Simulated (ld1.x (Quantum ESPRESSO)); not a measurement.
**indium (In), TM: configuration errors across variants**

In (Z = 49), norm-conserving Troullier–Martins (Kleinman–Bylander form), made with ld1.x (Quantum ESPRESSO) 7.5 (PBE, fully relativistic). Core [Kr] 4d10, reference 5s2 5p0.5 (charge +0.5). Waves: 5p (bound): rc 2.55 bohr; 5d channel at -0.1 Ry: rc 2.75 bohr; 5s (bound): rc 2.30 bohr. Local part: the s channel. Core correction: Bessel-smoothed model core inside 1.75 bohr.

Open shells are filled in proportion to 2j + 1 (rel_dist='average').

All-electron excitation energies from the reference (eV): (1) 5s2 5p1 -1.945; (2) 5s2 5p0 3.429; (3) 5s1 5p0 22.664; (4) 5s1 5p2 3.883; (5) 5s2 5p1.3 -2.480; (6) 5s0 5p3 9.976; (7) 5s1 5p1 10.008.

A true bound ghost makes a file unfit for plane-wave use even where its test errors are small: the radial tests pick states by their node count and pass the ghost by.

Errors AE − PS in meV (a dash: test not solved or not reliable):

| change | (1) | (2) | (3) | (4) | (5) | (6) | (7) | bound ghosts |
| --- | --- | --- | --- | --- | --- | --- | --- | --- |
| base | -2.0 | -5.2 | -169 | -16 | -3.6 | -76 | -43 | d3/2, d5/2 |
| all radii but the core radius scaled by about 0.74 (s 1.70, p 1.88, d 2.04 bohr) | -2.0 | -5.1 | -170 | -13 | -3.5 | -64 | -41 | d3/2, d5/2 |
| all radii but the core radius scaled by about 0.83 (s 1.92, p 2.12, d 2.30 bohr) | -2.0 | -5.2 | -170 | -14 | -3.6 | -67 | -42 | d3/2, d5/2 |
| all radii but the core radius scaled by about 1.11 (s 2.54, p 2.82, d 3.04 bohr) | -1.9 | -5.0 | -172 | -18 | -3.4 | -87 | -45 | none |
| all radii but the core radius scaled by about 1.20 (s 2.76, p 3.06, d 3.30 bohr) | -1.8 | -4.8 | -177 | -22 | -3.1 | -102 | -49 | none |
| all radii but the core radius scaled by about 1.32 (s 3.02, p 3.36, d 3.62 bohr) | -1.4 | -4.3 | -190 | -29 | -2.5 | -137 | -56 | none |
| all radii but the core radius scaled by about 1.38 (s 3.18, p 3.54, d 3.80 bohr) | -1.2 | -4.0 | -200 | -35 | -2.0 | -163 | -62 | none |

Task: Give the same row for: all radii but the core radius scaled by about 0.94 (s 2.16, p 2.40, d 2.58 bohr).

Result: -2.0, -5.2, -169, -15, -3.6, -72, -42; bound ghosts: d3/2, d5/2.
